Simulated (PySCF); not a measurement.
Two species compared at the same levels of theory.

First species: 3-fluoropropenenitrile, C3H2FN.
Atom-mapped SMILES: `[N:1]#[C:2]/[CH:3]=[CH:4]/[F:5]` (hydrogens: H6 on C3; H7 on C4)

Geometry (PBE0-D3(BJ)/def2-SVP, Å), atoms numbered from 1 in this order:
```xyz
7
C3H2FN angstrom
N      2.5517   -0.4216   -0.0871
C      1.4559   -0.0434   -0.0528
C      0.1191    0.4384   -0.0196
C     -0.9180   -0.4043    0.0309
F     -2.1563    0.0338    0.0592
H     -0.0503    1.5188   -0.0367
H     -0.8348   -1.4954    0.0516
```

Second species: C6H5NO2.
SMILES: `O=C(O)C1=CC=CC=N1`

Levels: wB97X-D/def2-SVPD for dipole moment, HOMO energy, LUMO energy, HOMO–LUMO gap, static isotropic polarisability and electronic spatial extent ⟨r²⟩ about the centre of nuclear charge; TDDFT wB97X-D/def2-SVPD for lowest singlet excitation; TDA wB97X-D/def2-SVPD for lowest triplet excitation (Tamm–Dancoff); ΔSCF wB97X-D/def2-SVPD for vertical ionisation energy; PBE0-D3(BJ)/def2-SVP for rotational constant A and rotational constant C. Geometries: PBE0-D3(BJ)/def2-SVP. All species are isolated and taken at one optimised geometry, non-relativistic unless stated. Electronic properties by PySCF.

Dipoles, sizes and rotational constants follow the conformer. The torsions of the flexible species, by atom-mapped SMILES:
- `[O:1]=[C:2]([OH:3])[c:4]1[cH:5][cH:6][cH:7][cH:8][n:9]1`: O1–C2–C4–C5 0°, H–O3–C2–O1 0°

| property | column X | column Y |
| --- | --- | --- |
| dipole moment | 2.46 D | 2.95 D |
| HOMO energy | -9.62 eV | -10.19 eV |
| LUMO energy | -0.14 eV | 0.09 eV |
| HOMO–LUMO gap | 9.48 eV | 10.28 eV |
| lowest singlet excitation | 4.44 eV | 6.39 eV |
| lowest triplet excitation (Tamm–Dancoff) | 3.93 eV | 3.82 eV |
| static isotropic polarisability | 81.9 au | 42.5 au |
| vertical ionisation energy | 9.77 eV | 10.73 eV |
| electronic spatial extent ⟨r²⟩ about the centre of nuclear charge | 1133 bohr² | 475 bohr² |
| rotational constant A | 3.989 GHz | 48.532 GHz |
| rotational constant C | 0.964 GHz | 2.225 GHz |

(1) Which column belongs to which species?

(2) How does each property change from the first species to the second?

Results:

(1) Column X is the second species and column Y the first. The first has 7 atoms and 36 electrons, the second 14 and 64.

(2) dipole moment -0.49 D; HOMO energy +0.57 eV; LUMO energy -0.23 eV; HOMO–LUMO gap -0.80 eV; lowest singlet excitation -1.95 eV; lowest triplet excitation (Tamm–Dancoff) +0.11 eV; static isotropic polarisability +39.4 au; vertical ionisation energy -0.96 eV; electronic spatial extent ⟨r²⟩ about the centre of nuclear charge +658 bohr²; rotational constant A -44.543 GHz; rotational constant C -1.261 GHz.

On the first: In wavenumbers S1 is 51500 cm⁻¹ (1 eV = 8065.54 cm⁻¹). The dipole equals about 9.8 × 10⁻³⁰ C·m (1 D = 3.33564 × 10⁻³⁰ C·m).

On the second: S1 lies 5.04 eV below the HOMO–LUMO gap; its leading configuration is HOMO→LUMO, weight 0.96. The polarisability is 12.14 Å³ as a volume (1 au = 0.148185 Å³), or 1.28 au for each of the 64 electrons.
